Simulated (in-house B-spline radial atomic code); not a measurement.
Results of a calculation; reference values are marked as such.
**Weak and strong correlation along the adiabatic connection**

Two-electron singlets in several external potentials (atomic units), by full CI in B-splines with partial waves to l = 8 (correlation energies up to 0.6 % small). The repulsion is scaled by λ at fixed density; W(λ) is the mean repulsion less the Hartree energy, W(0) = E_x, and the area under W from 0 to 1 is E_xc.

One system gave this curve:

```json
{"λ": "0", "W (hartree)": "-0.22654"}
{"λ": "0.02", "W (hartree)": "-0.22887"}
{"λ": "0.05", "W (hartree)": "-0.23218"}
{"λ": "0.12", "W (hartree)": "-0.2391"}
{"λ": "0.25", "W (hartree)": "-0.24948"}
{"λ": "0.4", "W (hartree)": "-0.25849"}
{"λ": "0.6", "W (hartree)": "-0.26718"}
{"λ": "0.8", "W (hartree)": "-0.27342"}
{"λ": "1", "W (hartree)": "-0.2781"}
{"λ": "1.4", "W (hartree)": "-0.28464"}
{"λ": "2", "W (hartree)": "-0.29074"}
{"λ": "3", "W (hartree)": "-0.29662"}
{"λ": "4.5", "W (hartree)": "-0.30153"}
{"λ": "7", "W (hartree)": "-0.30601"}
{"λ": "10", "W (hartree)": "-0.3091"}
```

Problem. Which system is it?
A. ω²r²/2 − Z/r, ω = 0.141, Z = 2
B. −Z exp(−kr)/r, Z = 8.4, k = 3.08
C. −Z exp(−kr)/r, Z = 3.59, k = 1.11
D. ω²r²/2 − Z/r, ω = 0.151, Z = -0.5

Solution. D. The exchange energy sets the size: ω²r²/2 − Z/r, ω = 0.151, Z = -0.5: E_x = -0.227, E_c = -0.0332; −Z exp(−kr)/r, Z = 8.4, k = 3.08: E_x = -4.52, E_c = -0.0463; −Z exp(−kr)/r, Z = 3.59, k = 1.11: E_x = -1.83, E_c = -0.0448; ω²r²/2 − Z/r, ω = 0.141, Z = 2: E_x = -1.04, E_c = -0.0419 hartree.
